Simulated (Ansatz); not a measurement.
Reaction (hydrogenolysis of a Ge–F bond): `[OH][Ge]([OH])([F])[SiH3]` + H₂ → `[OH][GeH]([OH])[SiH3]` + H–F

Program: Ansatz. Geometries: PBE0-D4/def2-TZVP. ΔE: electronic, gas phase. CCSD(T)/CBS is the MP2 limit (def2-TZVPP, def2-QZVPP) plus CCSD(T) − MP2 in def2-TZVPP, frozen cores. This one scheme is used for every species. Functionals use def2-TZVPP. B3LYP here is the variant with VWN-RPA as its local correlation; programs differ in this. HSE06 is defined as in plane-wave codes. For Ge outer-core shells are correlated without core-valence functions, which leaves a few kJ/mol of doubt a bond. Scalar relativity is left out up to krypton. One conformer a species, not always the lowest.

`[OH][Ge]([OH])([F])[SiH3]`:

Z-matrix (Å, degrees):
```
Ge
O 1 1.758
F 1 1.747 2 108.8
O 1 1.768 2 107.2 3 -111.0
Si 1 2.379 2 110.1 3 120.5
H 2 0.962 1 112.3 3 77.0
H 4 0.961 1 111.7 2 131.1
H 5 1.483 1 107.9 2 -176.2
H 5 1.482 1 108.5 2 -56.2
H 5 1.482 1 108.3 2 64.2
```

H₂:

Z-matrix (Å, degrees):
```
H
H 1 0.746
```

`[OH][GeH]([OH])[SiH3]`:

Z-matrix (Å, degrees):
```
Ge
O 1 1.783
Si 1 2.396 2 109.8
O 1 1.783 2 110.3 3 -121.2
H 1 1.531 2 104.3 3 127.4
H 2 0.959 1 113.6 3 44.5
H 3 1.490 1 108.2 2 -60.2
H 3 1.485 1 110.5 2 -179.4
H 3 1.486 1 110.5 2 58.9
H 4 0.959 1 113.6 2 75.7
```

H–F:

Z-matrix (Å, degrees):
```
F
H 1 0.920
```

```json
{"level": "LDA (SPW92)", "ΔE (kJ/mol)": "66.9", "difference from CCSD(T)/CBS": "-4.4"}
{"level": "PBE-D4", "ΔE (kJ/mol)": "71.5", "difference from CCSD(T)/CBS": "0.2"}
{"level": "revPBE-D4", "ΔE (kJ/mol)": "73.7", "difference from CCSD(T)/CBS": "2.4"}
{"level": "r2SCAN-D4", "ΔE (kJ/mol)": "81.8", "difference from CCSD(T)/CBS": "10.5"}
{"level": "B97M-V", "ΔE (kJ/mol)": "78.0", "difference from CCSD(T)/CBS": "6.7"}
{"level": "PBE0-D4", "ΔE (kJ/mol)": "68.4", "difference from CCSD(T)/CBS": "-2.9"}
{"level": "B3LYP-D4", "ΔE (kJ/mol)": "78.6", "difference from CCSD(T)/CBS": "7.3"}
{"level": "r2SCANh-D4", "ΔE (kJ/mol)": "79.5", "difference from CCSD(T)/CBS": "8.2"}
{"level": "r2SCAN0-D4", "ΔE (kJ/mol)": "76.5", "difference from CCSD(T)/CBS": "5.2"}
{"level": "HSE06-D4", "ΔE (kJ/mol)": "68.1", "difference from CCSD(T)/CBS": "-3.2"}
{"level": "BHLYP-D4", "ΔE (kJ/mol)": "78.7", "difference from CCSD(T)/CBS": "7.4"}
{"level": "ωB97X-V", "ΔE (kJ/mol)": "80.0", "difference from CCSD(T)/CBS": "8.7"}
{"level": "ωB97M-V", "ΔE (kJ/mol)": "78.2", "difference from CCSD(T)/CBS": "6.9"}
{"level": "B2PLYP", "ΔE (kJ/mol)": "78.1", "difference from CCSD(T)/CBS": "6.8"}
{"level": "PBE-QIDH", "ΔE (kJ/mol)": "70.9", "difference from CCSD(T)/CBS": "-0.4"}
{"level": "PBE", "ΔE (kJ/mol)": "69.9", "difference from CCSD(T)/CBS": "-1.4"}
{"level": "revPBE", "ΔE (kJ/mol)": "69.3", "difference from CCSD(T)/CBS": "-2.0"}
{"level": "BLYP", "ΔE (kJ/mol)": "78.6", "difference from CCSD(T)/CBS": "7.3"}
{"level": "r2SCAN", "ΔE (kJ/mol)": "81.4", "difference from CCSD(T)/CBS": "10.1"}
{"level": "B3LYP", "ΔE (kJ/mol)": "76.0", "difference from CCSD(T)/CBS": "4.7"}
{"level": "r2SCANh", "ΔE (kJ/mol)": "79.1", "difference from CCSD(T)/CBS": "7.8"}
{"level": "r2SCAN0", "ΔE (kJ/mol)": "76.0", "difference from CCSD(T)/CBS": "4.7"}
{"level": "HSE06", "ΔE (kJ/mol)": "66.8", "difference from CCSD(T)/CBS": "-4.5"}
{"level": "BHLYP", "ΔE (kJ/mol)": "76.6", "difference from CCSD(T)/CBS": "5.3"}
{"level": "CAM-B3LYP", "ΔE (kJ/mol)": "79.1", "difference from CCSD(T)/CBS": "7.8"}
{"level": "LC-ωPBE", "ΔE (kJ/mol)": "73.3", "difference from CCSD(T)/CBS": "2.0"}
{"level": "RPA@PBE/def2-TZVPP", "ΔE (kJ/mol)": "71.8", "difference from CCSD(T)/CBS": "0.5"}
{"level": "HF/def2-SVP", "ΔE (kJ/mol)": "75.3", "difference from CCSD(T)/CBS": "4.0"}
{"level": "MP2/def2-SVP", "ΔE (kJ/mol)": "85.0", "difference from CCSD(T)/CBS": "13.7"}
{"level": "CCSD(T)/def2-SVP", "ΔE (kJ/mol)": "79.2", "difference from CCSD(T)/CBS": "7.9"}
{"level": "HF/def2-TZVPP", "ΔE (kJ/mol)": "78.0", "difference from CCSD(T)/CBS": "6.7"}
{"level": "MP2/def2-TZVPP", "ΔE (kJ/mol)": "76.5", "difference from CCSD(T)/CBS": "5.2"}
{"level": "SCS-MP2/def2-TZVPP", "ΔE (kJ/mol)": "77.8", "difference from CCSD(T)/CBS": "6.5"}
{"level": "CCSD/def2-TZVPP", "ΔE (kJ/mol)": "71.7", "difference from CCSD(T)/CBS": "0.4"}
{"level": "CCSD(T)/def2-TZVPP", "ΔE (kJ/mol)": "73.1", "difference from CCSD(T)/CBS": "1.8"}
{"level": "HF/def2-QZVPP", "ΔE (kJ/mol)": "79.0", "difference from CCSD(T)/CBS": "7.7"}
{"level": "MP2/def2-QZVPP", "ΔE (kJ/mol)": "75.8", "difference from CCSD(T)/CBS": "4.5"}
{"level": "SCS-MP2/def2-QZVPP", "ΔE (kJ/mol)": "77.1", "difference from CCSD(T)/CBS": "5.8"}
{"level": "HF/CBS(def2)", "ΔE (kJ/mol)": "79.1", "difference from CCSD(T)/CBS": "7.8"}
{"level": "CCSD/CBS(def2)", "ΔE (kJ/mol)": "69.8", "difference from CCSD(T)/CBS": "-1.5"}
{"level": "CCSD(T)/CBS", "ΔE (kJ/mol)": "71.3", "difference from CCSD(T)/CBS": "0"}
```

Largest T1 diagnostic among the species: 0.013.

Leaving LDA and LC-ωPBE aside and taking each functional with its dispersion term where it has one, the values, not all of them listed here, spread over 14.0 kJ/mol, from HSE06-D4 to BLYP-D4. From r2SCAN to r2SCAN0 (25 % exact exchange), in def2-TZVPP and without D4, ΔE moves by −5.3 kJ/mol.

CCSD(T)/CBS has its own doubt, a few kJ/mol and more with outer-core shells, so smaller differences from it don't rank the levels.
